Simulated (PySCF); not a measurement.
Si(H)2(F)(Br), H2BrFSi, SMILES Br[SiH2]F, PBE0/def2-SVP optimised geometry.

```
5

Si    -0.45    -0.42     0.00
F     -0.95     1.11     0.00
Br    -1.16    -1.42     1.84
H     -1.04    -1.11    -1.17
H      1.04    -0.42     0.00
```

Density from PBE0/def2-TZVP run with PySCF at that geometry.

Minimum of the electron density along straight lines between bonded atoms, close to the bond critical point (lines longer than 1.1 times the sum of covalent radii, or with two minima, are not listed):

```tsv
bond	length / Å	ρ at the minimum / e bohr⁻³	∇²ρ there / e bohr⁻⁵	position (fraction from the first atom)
Si1–F2	1.617	0.133	0.92	0.42
Si1–Br3	2.207	0.092	0.09	0.35
Si1–H4	1.482	0.127	0.13	0.49
Si1–H5	1.482	0.127	0.13	0.49
```
